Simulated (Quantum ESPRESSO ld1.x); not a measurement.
Values are calculated unless marked as measured or tabulated.
I+, 52 electrons, occupied as [Kr] 4d8 5s2 5p6 (not the ground configuration). Code: ld1.x of Quantum ESPRESSO 7.5. Model: Dirac Kohn-Sham, PBE, spin-unpolarised, spherical densities, point nucleus; open shells fill j = l - 1/2 first.

Unscreened Slater integrals over Kohn-Sham orbitals (cm^-1). Large and small components are both included.

| integral | value |
|---|---|
| F0(5p3/2,5p3/2) | 91231 |
| F2(5p3/2,5p3/2) | 49014 |
| F0(5p3/2,5p1/2) | 93028 |
| G2(5p3/2,5p1/2) | 49765 |
| F0(5p3/2,5s1/2) | 98771 |
| G1(5p3/2,5s1/2) | 64776 |
| F0(5p3/2,4d5/2) | 114510 |
| F2(5p3/2,4d5/2) | 31842 |
| G1(5p3/2,4d5/2) | 9337.4 |
| G3(5p3/2,4d5/2) | 8887.7 |
| F0(5p1/2,5p1/2) | 94966 |
| F0(5p1/2,5s1/2) | 101200 |
| G1(5p1/2,5s1/2) | 68354 |
| F0(5p1/2,4d5/2) | 118640 |
| G3(5p1/2,4d5/2) | 10040 |
| F0(5s1/2,5s1/2) | 109130 |
| F0(5s1/2,4d5/2) | 133330 |
| G2(5s1/2,4d5/2) | 15941 |
| F0(4d5/2,4d5/2) | 222180 |
| F2(4d5/2,4d5/2) | 113030 |
| F4(4d5/2,4d5/2) | 75339 |
